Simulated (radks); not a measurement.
All-electron atom: neutral erbium in [Xe] 4f12 6s1 5d1 (not the ground configuration). Method: scalar-relativistic Kohn-Sham, SCAN, spin-polarised, spherical densities, finite nucleus; open shells are filled with parallel spins first (spin-orbit coupling, left out, can overturn this in heavy ions); meta-GGA in the generalised Kohn-Sham scheme; Fermi nuclear charge, rms radius 5.2516 fm; computed with a radial shooting solver on a logarithmic mesh with Libxc functionals.

Radial electron density D(r) = 4 pi r^2 rho(r):

```
   r/bohr * D(r) (the largest magnitude, 120, reaches the edge; | marks zero)
 0.001187 |  *
 0.001622 |    *
 0.002216 |       *
 0.003051 |            *
 0.004168 |                  *
 0.005695 |                         *
 0.007842 |                                 *
  0.01071 |                                       *
  0.01464 |                                         *
     0.02 |                                      *
  0.02754 |                                    *
  0.03762 |                                         *
  0.05139 |                                                    *
  0.07021 |                                                      *
  0.09669 |                                            *
   0.1321 |                                           *
   0.1805 |                                                 *
   0.2465 |                                  *
   0.3395 |                      *
   0.4638 |                          *
   0.6337 |                    *
   0.8727 |         *
    1.192 |     *
    1.629 |  *
    2.225 |*
    3.064 *
    4.186 *
    5.719 *
    7.813 *
    10.76 *
     14.7 *
```

D(r) has 4 maxima, at r = 0.0140, 0.0628, 0.175, 0.475 bohr, and minima at 0.0269, 0.114, 0.337 bohr, inside which lie 1.93, 11.13, 29.54 electrons.
